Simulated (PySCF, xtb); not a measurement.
C₄H₆BNO, SMILES O1C(B(C1=C)N)=C.

GFN2-xTB run with xtb 6.7.1 at its own geometry gives an orbital gap of 3.19 eV and a dipole moment of 3.98 D.

Geometry: r2SCAN-D4/def2-SVP. The structure was generated by enumeration, and PubChem lists no compound with its InChIKey, so it may never have been made. Other conformers were not sampled.

Question: What does M06-2X/def2-TZVP run with PySCF give? (An estimate is asked for; the answer gives what the named calculation found.)

Answer: gap 7.13 eV (levels -7.54 and -0.41 eV), dipole 3.50 D.
